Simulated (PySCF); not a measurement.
Predicted microwave data (PBE0/pcSseg-1 in PySCF (dipole) on a GFN2-xTB geometry, gas phase) for one isomer of C6H12ClNSi:

```
Rotational constants : A = 1184, B = 792.3, C = 683.3 MHz
Dipole components    : |μa| = 1.22 D, |μb| = 1.15 D, |μc| = 1.76 D
Inertial defect      : -324.94 u·Å²
κ                    : -0.57
```

Question: Which candidate fits, each taken in the one conformer that was computed?
A. `[CH2:1]=[C:2]([Cl:3])[Si@@H:4]1[CH2:5][C@@H:6]1[N:7]([CH3:8])[CH3:9]` with C1–C2–Si4–C5 -158°, C5–C6–N7–C8 76°
B. `[CH3:1][CH2:2][Si:3]([C:4]#[N:5])([CH2:6][CH3:7])[CH2:8][Cl:9]` with C1–C2–Si3–C4 62°, C2–Si3–C6–C7 -59°, C2–Si3–C8–Cl9 -61°
C. `[CH3:1][C@:2]1([CH2:3][NH2:4])[CH:5]=[C:6]([Cl:7])[CH2:8][SiH2:9]1` with C1–C2–C3–N4 59°, C2–C3–N4–H 62° and 180°
D. `[CH3:1][CH:2]([CH3:3])[CH2:4][Si@@H:5]([Cl:6])[CH2:7][C:8]#[N:9]` with C1–C2–C4–Si5 62°, C2–C4–Si5–Cl6 52°, C4–Si5–C7–C8 59°

Answer: B. It is CC[Si](C#N)(CC)CCl, an asymmetric top, point group C1. The candidates at the same level (rigid rotor, commonest isotopes):

| SMILES | A (MHz) | B (MHz) | C (MHz) | μa (D) | μb (D) | μc (D) | Δ (u·Å²) | point group | rotor |
| --- | --- | --- | --- | --- | --- | --- | --- | --- | --- |
| C=C(Cl)[Si@@H]1C[C@@H]1N(C)C | 1678 | 848.7 | 723.9 | 0.10 | 1.08 | 0.91 | -198.55 | C1 | asymmetric top |
| C[C@]1(CN)C=C(Cl)C[SiH2]1 | 2134 | 685.3 | 607.9 | 1.61 | 0.79 | 0.97 | -142.95 | C1 | asymmetric top |
| CC(C)C[Si@@H](Cl)CC#N | 1232 | 753.2 | 527.4 | 1.94 | 1.82 | 0.68 | -122.79 | C1 | asymmetric top |
| CC[Si](C#N)(CC)CCl | 1184 | 792.3 | 683.3 | 1.22 | 1.15 | 1.76 | -324.94 | C1 | asymmetric top |

`CC(C)C[Si@@H](Cl)CC#N` has C 23 % too low; `C[C@]1(CN)C=C(Cl)C[SiH2]1` has A 80 % too high; `C=C(Cl)[Si@@H]1C[C@@H]1N(C)C` has A 42 % too high. No structure here is proved a minimum.
